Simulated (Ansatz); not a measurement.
Cost and result up the ladder for SbCl3 (4 atoms). The state is a singlet with charge 0. Geometry: PBE0-D4/def2-SVP.

```xyz
4

Sb   -0.207    0.160   -0.832
Cl   -1.374   -1.516    0.355
Cl   -0.406    1.886    0.768
Cl    1.987   -0.530   -0.291
```

Ansatz on 4 threads of Intel Xeon Platinum 8259CL on a shared host. Times are rough, and most runs start from the orbitals of an earlier one. ωB97M-V/def2-TZVP serves as the yardstick here, not as an exact answer. Differences are given only for rows in sets of like size (and for xTB, whose basis is part of the method), since another set adds its own error. Binding counts from free atoms at the same level (Sb quartet, Cl doublet; other spins of the atoms weren't run), without zero-point energy or a counterpoise term.

In the def2 sets Sb takes a core potential; there is no spin–orbit coupling. Correlated methods freeze 19 core orbitals; core or outer-core shells of Sb are correlated, in sets that lack core-valence functions.

Correlated methods converge slowly with the basis.

```csv
level,functions,wall time,binding energy per atom (eV),difference from ωB97M-V/def2-TZVP (eV)
PBE-D4/def2-SVP,80,0.65 s,2.58,–
LDA (SPW92)/def2-TZVP,161,0.9 s,3.06,0.57
PBE0-D4/def2-SVP,80,1 s,2.43,–
revPBE-D4/def2-TZVP,161,1.1 s,2.55,0.05
PBE-D4/def2-TZVP (with forces),161,1.5 s,2.65,0.16
PBE-D4/def2-TZVPD,194,1.8 s,2.65,0.15
r2SCAN-D4/def2-TZVP,161,2.3 s,2.53,0.04
CAM-B3LYP-D4/def2-TZVP,161,2.3 s,2.44,-0.06
RPA@PBE/def2-TZVP,161,2.5 s,2.11,-0.38
PBE0-D4/def2-TZVPD,194,2.8 s,2.51,0.02
r2SCAN-D4/def2-TZVPD,194,3.2 s,2.54,0.04
ωB97X-V/def2-TZVP,161,4.1 s,2.53,0.04
ωB97M-V/def2-TZVP,161,5 s,2.50,0.00
CCSD(T)/def2-TZVPP,176,30 s,2.30,-0.19
```
